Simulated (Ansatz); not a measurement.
## Molecular dynamics of C2H3BO

The input (input.yaml):

```yaml
crystal:
  periodic: [false, false, false]
  atoms:
    - { symbol: B, position_ang: [-1.21573, 0.518685, -0.580763] }
    - { symbol: C, position_ang: [0.031985, 0.531376, 0.051528] }
    - { symbol: C, position_ang: [0.782939, -0.699317, 0.34983] }
    - { symbol: O, position_ang: [0.415558, -1.827151, 0.089091] }
    - { symbol: H, position_ang: [-2.272247, 0.520559, -1.115692] }
    - { symbol: H, position_ang: [0.490911, 1.483237, 0.347145] }
    - { symbol: H, position_ang: [1.766594, -0.527399, 0.858871] }
basis:
  gaussian: { orbitals: def2-SVP }
hamiltonian:
  xc: b3lyp
  dispersion: d4
md:
  timestep: 0.5
  n_steps: 150
  ensemble: nve
  temperature: 300.0
  initial_velocities: maxwell_boltzmann
  seed: 441720
```

Run as:

```bash
$ ansatz run input.yaml --threads 1 --pin off --max-ram 2048MiB --backend cpu --events-out ev --progress --plain --runs-dir out
```

It starts from a relaxed structure.

Output, in part (step lines, the closing report, with atoms numbered from 0):

```
md step     0: t =     0.00 fs  T =   300.0 K  F+E_penalty+E_count = -4840.56778600 eV  E_kin = 0.193890 eV  conserved = -4840.37389600 eV  (27 SCF iters)
[... lines left out ...]
Total energy: -4840.50434686 eV, -177.8852537353 hartree
Atom 0 at    -1.212576     0.518245    -0.567554 Å, force     0.102304    -0.326656    -0.070101 eV/Å
Atom 1 at     0.034869     0.570305     0.056085 Å, force     0.150750    -0.748261    -0.194540 eV/Å
Atom 2 at     0.767459    -0.704286     0.338281 Å, force     0.277752     0.060949     0.604020 eV/Å
Atom 3 at     0.420566    -1.838817     0.087022 Å, force    -0.502310     0.167459    -0.377894 eV/Å
Atom 4 at    -2.234465     0.353659    -1.129824 Å, force    -0.208953     0.155615    -0.018507 eV/Å
Atom 5 at     0.522749     1.512349     0.291482 Å, force     0.211394     0.169945     0.208647 eV/Å
Atom 6 at     1.733763    -0.604380     0.903163 Å, force    -0.030937     0.520949    -0.151624 eV/Å
Dipole moment:    -0.200791     0.629840    -0.066720 e Å
```

The steps, from the saved trajectory:

```csv
time (fs),T (K),potential energy less start (eV),conserved less start (meV/atom)
0.0,300,0.000,0.00
2.5,221,0.052,0.05
5.0,114,0.121,0.06
7.5,79,0.143,0.07
10.0,130,0.110,0.03
12.5,135,0.107,0.05
15.0,128,0.111,0.05
17.5,128,0.111,0.06
20.0,153,0.096,0.04
22.5,162,0.090,0.04
25.0,158,0.092,0.05
27.5,172,0.083,0.05
30.0,202,0.064,0.04
32.5,213,0.056,0.03
35.0,151,0.096,0.04
37.5,71,0.148,0.07
40.0,61,0.155,0.07
42.5,117,0.119,0.05
45.0,171,0.083,0.04
47.5,178,0.079,0.04
50.0,147,0.099,0.06
52.5,156,0.094,0.04
55.0,167,0.086,0.05
57.5,178,0.079,0.03
60.0,151,0.097,0.06
62.5,156,0.094,0.04
65.0,146,0.100,0.04
67.5,112,0.122,0.05
70.0,99,0.131,0.06
72.5,147,0.099,0.05
75.0,202,0.064,0.03
```

The run went to its last step. The conserved energy stayed within 0.076 meV per atom of its start (net change 0.026 meV per atom), so the integration is sound. The temperature averaged 0.47 of the 300 K drawn at the start: a run that starts near a minimum puts about half its kinetic energy into the potential. A run of 0.075 ps of so small a system gives no equilibrium averages.

The same pairs are bonded in the first frame and the last. Pairs count as bonded within 1.25 times the sum of covalent radii (0.12 Å more for H–H).

Last frame:

```xyz
7
Properties=species:S:1:pos:R:3
B -1.213 0.518 -0.568
C 0.035 0.570 0.056
C 0.767 -0.704 0.338
O 0.421 -1.839 0.087
H -2.235 0.354 -1.130
H 0.523 1.512 0.291
H 1.734 -0.604 0.903
```

The run took 11 min on 1 thread of Intel(R) Xeon(R) Processor @ 2.50GHz (Skylake/Cascade Lake), on a shared host, peak memory 0.13 GiB.
